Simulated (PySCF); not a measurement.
**Magnetic susceptibility: `C/C=C\CNCC`, C6H13N**

Cartesian coordinates in Å; atom numbers follow the order of the lines, from 1:
```xyz
20

C    -2.402    0.721    0.683
C    -2.137    0.200   -0.692
C    -1.246   -0.724   -1.023
C    -0.293   -1.394   -0.062
N     0.789   -0.542    0.412
C     1.682   -0.082   -0.636
C     2.775    0.794   -0.039
H    -1.985    1.724    0.790
H    -1.968    0.084    1.449
H    -3.475    0.795    0.854
H    -2.745    0.647   -1.469
H    -1.145   -1.005   -2.062
H     0.166   -2.261   -0.546
H    -0.833   -1.748    0.822
H     0.395    0.265    0.889
H     2.130   -0.970   -1.093
H     1.155    0.477   -1.428
H     3.490    1.080   -0.807
H     3.295    0.253    0.747
H     2.346    1.698    0.389
```

Computed with PySCF 2.14.0, GIAO PBE/pcSseg-1 magnetisability, rotational g tensor and spin-rotation constants, non-relativistic, gas phase. Geometry: GFN2-xTB.

Question: What are the magnetisability and the molar susceptibility?

Answer: Isotropic -1210 × 10⁻³⁰ J/T², or -72.9 × 10⁻⁶ cm³/mol; principal values -1331, -1186, -1113 × 10⁻³⁰ J/T², anisotropy 193 × 10⁻³⁰ J/T² (root of half the summed squared differences of the principal values). The susceptibility is in cgs units.

Question: Split it along the inertial axes a, b, c into diamagnetic and paramagnetic parts about the centre of mass, with the quadrupole moment.

Answer: 
| axis | χ (10⁻⁶ cm³/mol) | diamagnetic (10⁻⁶ cm³/mol) | paramagnetic (10⁻⁶ cm³/mol) | summed x² of all electrons (Å²) | quadrupole Θ (D Å) |
| --- | --- | --- | --- | --- | --- |
| a | -74.6 | -388.0 | 313.4 | 213.1 | -0.16 |
| b | -73.1 | -1055.9 | 982.9 | 55.7 | +2.40 |
| c | -71.0 | -1140.4 | 1069.4 | 35.8 | -2.24 |

Anisotropies 2χaa − χbb − χcc = -5.1 and 2χbb − χaa − χcc = -0.6 × 10⁻⁶ cm³/mol. Θ is traceless in Buckingham's convention.

Question: And the rotational g tensor?

Answer: 
```
axis  rotational constant (GHz)        g  nuclear part  electronic part
   a                     4.6109  -0.0157        0.6633          -0.6790
   b                     1.3251  -0.0064        0.6055          -0.6119
   c                     1.2198  -0.0055        0.6073          -0.6128
```
Asymmetric top; isotopes 12C, 1H, 14N; no vibrational averaging.
